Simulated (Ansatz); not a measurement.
Relaxation of F3H6NSi2 (12 atoms, charge 0, multiplicity 1), to a largest force component of 0.03 eV/Å in at most 50 steps.

Method: RKS PBE0-D4/STO-3G (Ansatz).

```xyz
12
Properties=species:S:1:pos:R:3
Si 1.072 -0.422 -1.198
N 1.698 0.843 -0.107
F -0.145 -1.325 -0.597
F 2.255 -1.471 -1.550
F 0.541 0.278 -2.561
H -0.434 0.696 0.829
Si -1.639 -0.053 1.029
H 1.127 1.714 -0.128
H 1.736 0.549 0.891
H -2.453 0.692 1.961
H -1.369 -1.334 1.627
H -2.390 -0.168 -0.195
```

Where does it end, and by what steps?

The run converged. The force dipped under the threshold on the way, but the program's further checks kept it going. Limits of this set-up: minimal basis. After 22 steps the energy has fallen by 0.155 eV; H9 moved furthest, 0.95 Å.

```json
{"step": "0", "energy less start (eV)": "0.0000", "largest force component (eV/Å)": "0.780", "accepted": "yes"}
{"step": "1", "energy less start (eV)": "-0.1127", "largest force component (eV/Å)": "0.366", "accepted": "yes"}
{"step": "2", "energy less start (eV)": "-0.1339", "largest force component (eV/Å)": "0.231", "accepted": "yes"}
{"step": "3", "energy less start (eV)": "-0.1448", "largest force component (eV/Å)": "0.102", "accepted": "yes"}
{"step": "4", "energy less start (eV)": "-0.1436", "largest force component (eV/Å)": "0.471", "accepted": "no"}
{"step": "5", "energy less start (eV)": "-0.1482", "largest force component (eV/Å)": "0.086", "accepted": "yes"}
{"step": "6", "energy less start (eV)": "-0.1500", "largest force component (eV/Å)": "0.149", "accepted": "yes"}
{"step": "7", "energy less start (eV)": "-0.1512", "largest force component (eV/Å)": "0.033", "accepted": "yes"}
{"step": "8", "energy less start (eV)": "-0.1514", "largest force component (eV/Å)": "0.077", "accepted": "yes"}
{"step": "9", "energy less start (eV)": "-0.1518", "largest force component (eV/Å)": "0.031", "accepted": "yes"}
{"step": "10", "energy less start (eV)": "-0.1521", "largest force component (eV/Å)": "0.028", "accepted": "yes"}
{"step": "11", "energy less start (eV)": "-0.1524", "largest force component (eV/Å)": "0.072", "accepted": "yes"}
{"step": "12", "energy less start (eV)": "-0.1527", "largest force component (eV/Å)": "0.047", "accepted": "yes"}
{"step": "13", "energy less start (eV)": "-0.1531", "largest force component (eV/Å)": "0.064", "accepted": "yes"}
{"step": "14", "energy less start (eV)": "-0.1533", "largest force component (eV/Å)": "0.062", "accepted": "yes"}
{"step": "15", "energy less start (eV)": "-0.1536", "largest force component (eV/Å)": "0.058", "accepted": "yes"}
{"step": "16", "energy less start (eV)": "-0.1540", "largest force component (eV/Å)": "0.064", "accepted": "yes"}
{"step": "17", "energy less start (eV)": "-0.1541", "largest force component (eV/Å)": "0.108", "accepted": "yes"}
{"step": "18", "energy less start (eV)": "-0.1544", "largest force component (eV/Å)": "0.064", "accepted": "yes"}
{"step": "19", "energy less start (eV)": "-0.1546", "largest force component (eV/Å)": "0.053", "accepted": "yes"}
{"step": "20", "energy less start (eV)": "-0.1549", "largest force component (eV/Å)": "0.009", "accepted": "yes"}
{"step": "21", "energy less start (eV)": "-0.1549", "largest force component (eV/Å)": "0.066", "accepted": "yes"}
{"step": "22", "energy less start (eV)": "-0.1552", "largest force component (eV/Å)": "0.017", "accepted": "yes"}
```

```xyz
12
Properties=species:S:1:pos:R:3
Si 1.181 -0.378 -1.221
N 2.000 0.823 -0.280
F 0.080 -1.255 -0.403
F 2.272 -1.425 -1.810
F 0.391 0.346 -2.438
H -0.919 0.924 0.902
Si -1.974 -0.039 1.100
H 1.394 1.564 0.121
H 2.595 0.462 0.489
H -3.015 0.595 1.871
H -1.481 -1.174 1.838
H -2.523 -0.443 -0.170
```

Whether the end is a true minimum wasn't checked by a vibrational analysis.

Run time: 99 s on 1 thread of Intel(R) Xeon(R) Processor @ 2.70GHz, on a shared host, peak memory 0.14 GiB.
